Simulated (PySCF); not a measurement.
## RbAl and its ions

UHF-MP2; PySCF, scalar-relativistic core potentials, basis sets Rb def2-SVP with ECP28, Al def2-SVP. Neutral (UHF): triplet (σ ↑, π ↑), Re = 3.629 Å, ωe = 104 cm⁻¹, De = 0.28 eV.

RbAl⁺ (UHF): doublet (σ ↑), Re = 4.143 Å, ωe = 74.9 cm⁻¹, De = 0.42 eV to Rb⁺ + Al. The energies at the minima are -265.68488 hartree for RbAl and -265.54128 for RbAl⁺.

Q: Work out the adiabatic ionisation energy, without and with harmonic zero-point energies (1 hartree = 27.2114 eV, 1 eV = 8065.5 cm⁻¹), and the change of the bond length.

A: At UHF-MP2: 0.14360 hartree = 3.908 eV between the minima; the zero-point term (74.9 − 104.0)/2 cm⁻¹ = -0.002 eV makes it 3.906 eV. Re changes by +51.4 pm against the neutral. The electron leaves a π orbital, and the ion is left as a loose complex of an ion and an atom.

Correlated steps freeze 5 core orbitals. Weak bonds: RbAl, RbAl⁺. Basis-set superposition, not corrected here, can be much of De in a small basis, most of all at correlated wavefunction levels. Spin–orbit coupling is left out. For an ion De counts to the pair picked by the measured ionisation energies or electron affinities, which need not be the lowest pair at this level. States were picked by a PBE0 search and need not be the measured ground states.
